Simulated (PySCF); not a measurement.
Computed IR spectrum (relative IR intensity) of a molecule C2H3Cl2FSi. Geometry optimised at B3LYP-D3(BJ)/def2-SVP. Other conformers were not sampled. All values below come from B3LYP-D3(BJ)/def2-SVP (PySCF 2.14.0). Frequencies are harmonic and unscaled.

Lines under 2 % of the strongest are left out, and lines within 2 cm⁻¹ are merged.

| ν (cm⁻¹) | relative intensity |
|---|---|
| 309 | 4.3 |
| 448 | 4.5 |
| 544 | 25 |
| 583 | 12 |
| 616 | 24 |
| 842 | 13 |
| 867 | 100 |
| 906 | 48 |
| 948 | 51 |
| 1156 | 50 |
| 1262 | 7.2 |
| 1664 | 3.7 |
| 2267 | 38 |
| 2279 | 37 |
| 3205 | 2.7 |

Task: Identify the compound among the candidates.
A. F/C=C(/Cl)[SiH2]Cl
B. FC([SiH3])=C(Cl)Cl
C. C=C[Si](F)(Cl)Cl
D. F/C(=C/Cl)[SiH2]Cl

Result: D, F/C(=C/Cl)[SiH2]Cl
